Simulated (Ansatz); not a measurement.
Isolated molecules relaxed with PBE0-D4/def2-TZVP in Ansatz; ΔE leaves out vibrations. CBS: MP2 limit from def2 TZ/QZ plus the TZ coupled-cluster correction, frozen cores. This one scheme is used for every species, atoms too. DFT in def2-TZVPP. HSE06 is defined as in plane-wave codes. No spin–orbit coupling; open shells (•) take unrestricted orbitals. Spin–orbit coupling would lower the free atoms: a little for B, C, F. One conformer a species, not always the lowest.

`BC(=N)CF` → B• + 2 C• + F• + 5 H• + N•  (atomization)

```tsv
level	ΔE (eV)
B97M-V	39.68
HSE06-D4	39.92
ωB97X-V	39.74
CCSD/CBS(def2)	38.78
```

**Question.** What does CCSD(T)/CBS give? (An estimate is asked.)

**Answer.** Ansatz gave: +39.44 eV. The listed levels differ from it by 0.24, 0.48, 0.30, -0.66 eV.

Largest T1 diagnostic among the species: 0.014.

From r2SCAN to r2SCAN0 (25 % exact exchange), in def2-TZVPP and without D4, ΔE moves by −0.79 eV: exact exchange takes away binding that semilocal exchange gives to molecules. At CCSD(T), def2-SVP lies −1.87 eV from the extrapolated value and def2-TZVPP −1.03 eV: correlation converges slowly with the basis, and small sets miss more of it in the bonded molecule than in its fragments.

For atomizations the MP2-based limit and the directly extrapolated one differ by several kJ/mol either way, and by 10 to 25 for some Ge, Se and Sn compounds, so smaller differences from it don't rank the levels.
